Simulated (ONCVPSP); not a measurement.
# carbon (C): one change to an ONCV potential, before and after

| Property | Result |
| --- | --- |
| Element | carbon (C) |
| Generator | ONCVPSP 4.0.1 |
| Type | optimised norm-conserving Vanderbilt (ONCV) |
| Functional | PBEsol |
| Relativity | scalar-relativistic |
| Frozen core | [He] |
| Valence charge | 4 |
| Reference configuration | 2s1 (charge +3) |
| Partial waves | 2s: rc 1.00 bohr, ncon 4, nbas 8, qcut 5.5 1/bohr, 2 projectors, debl 2.5 Ha; p scattering state at 0.25 Ha: rc 1.05 bohr, ncon 3, nbas 6, qcut 6.4 1/bohr, 3 projectors, debl 3.2 Ha |
| Local potential | polynomial inside 0.75 bohr (lpopt 5, dvloc0 0 Ha) |
| Core correction | Teter function fitted to the true core (icmod 2), fcfact 0.55 |

In the p channel the program set the typed energies aside and used 0.050, 3.250, 6.450 Ha.

Change: p: debl 0.15. In the p channel the program set the typed energies aside and used 0.050, 0.200, 0.350 Ha.

Cutoffs: the cutoffs (Ha) at which the residual kinetic energy of the hardest occupied pseudo-wave falls to 1 and 0.1 mHa per electron; they do not see the model core or the augmentation charge, which bear on the density cutoff. Errors are all-electron minus pseudo energies relative to the spin-unpolarised reference configuration.

Problem. How do hardness, ghosts and transferability respond?

Solution. The potential gets neither clearly harder nor softer (45 Ha and 155 Ha → 45 Ha and 155 Ha); of the 4 tests that both files solve, the error grows in 1 and shrinks in 0 by more than 15 % and 0.3 meV (median size 280.0 → 266.5 meV); neither file shows a bound ghost.

```tsv
quantity	base	changed
cutoff, loose	45 Ha	45 Ha
cutoff, tight	155 Ha	155 Ha
bound ghosts	none	none
GHOST(+) flags under 300 eV	none	none
error for 2s2 2p2, meV [ΔE -82.77 eV]	+335	+329
error for 2s2 2p1, meV [ΔE -71.98 eV]	+225	+204
error for 2s2, meV [ΔE -47.96 eV]	+51	+51
error for 2s1 2p2, meV [ΔE -63.27 eV]	+343	+422
s: phases at 1.01 bohr within 0.05 rad from the reference energy up to (Ha; the scan ends near 5)	to the end of the scan	to the end of the scan
p: phases at 1.06 bohr within 0.05 rad from the reference energy up to (Ha; the scan ends near 5)	to the end of the scan	to the end of the scan
rms error of d²Exc/dni dnj with the model core, mHa	5.44	5.44
```
